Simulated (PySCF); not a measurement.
**Cu (copper, neutral) across methods**

[Ar] 3d10 4s1, 2S determinant. Computed with PySCF 2.14 in x2c-TZVPPall with one added diffuse shell each of s, p, d, f type (7s6p5d3f1g, 80 functions), with the spin-free X2C one-electron Hamiltonian (Gaussian nucleus).

```csv
method,E (hartree),mean ε 3d α (eV),mean ε 3d β (eV),mean ε 4s α (eV),Σ⟨r²⟩ (bohr²),⟨S²⟩
PBE0,-1654.508,-7.132,-7.048,-5.570,30.99,0.752
UHF,-1653.13278,-13.011,-13.134,-6.708,31.73,0.752
revPBE,-1654.682,-5.022,-4.866,-4.976,31.41,0.753
PBE,-1654.527,-5.106,-4.949,-5.034,31.34,0.753
M06-2X,-1654.755,-9.770,-9.651,-5.860,31.60,0.751
PBEsol,-1653.149,-5.109,-4.952,-5.060,31.15,0.753
LDA,-1651.897,-5.381,-5.231,-5.203,30.99,0.752
r2SCAN,-1654.726,-5.087,-4.944,-5.326,30.87,0.754
```

Q: Estimate the same row for MN15.

A: E (hartree) = -1655.767; mean ε 3d α (eV) = -8.491; mean ε 3d β (eV) = -8.434; mean ε 4s α (eV) = -6.159; Σ⟨r²⟩ (bohr²) = 31.32; ⟨S²⟩ = 0.751.
